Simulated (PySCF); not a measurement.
C₂H₅O, SMILES [CH](O)C, multiplicity 2. Geometry optimised at PBE-D3(BJ)/def2-TZVP. The isomer is the one that the SMILES or the coordinates give; other isomers of the formula were not compared. One conformer was computed; it need not be the lowest.

**Question.** Give the equilibrium geometry at PBE-D3(BJ)/def2-TZVP (PySCF confirms it by a frequency run) as Cartesian coordinates in Å. (The exact figures need the calculation; the answer reports its results.)

**Answer.** This is not unique; one that fits is 
```xyz
8

C     -1.2066    -0.1772     0.2156
C      0.2050     0.2090     0.4312
O      1.0465    -0.0826    -0.6241
H     -1.7890    -0.0166     1.1330
H     -1.6919     0.4037    -0.5964
H     -1.2882    -1.2402    -0.0639
H      0.4736     1.0672     1.0550
H      1.9336     0.2556    -0.4163
```
Charge 0, spin multiplicity 2.
